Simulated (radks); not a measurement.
Question: Pb75+, 7 electrons, occupied as [He] 2s2 2p3 (the NIST ground configuration). Method: scalar-relativistic Kohn-Sham, PBE, spin-polarised, spherical densities, point nucleus; open shells are filled with parallel spins first (spin-orbit coupling, left out, can overturn this in heavy ions); computed with a radial shooting solver on a logarithmic mesh with Libxc functionals. Some entries of the table are withheld. Estimate them.

orbital,occ.,eigenvalue (hartree),<1/r> (bohr^-1)
1s up,1,(1),101.6
1s down,1,(2),101.6
2s up,1,-860.3472,24.57
2s down,1,-856.4164,24.51
2p up,3,-782.2514,21.56
2p down,0,-777.7706,21.51

Answer: 
(1) 1s up eigenvalue (hartree): -3552.767
(2) 1s down eigenvalue (hartree): -3550.560
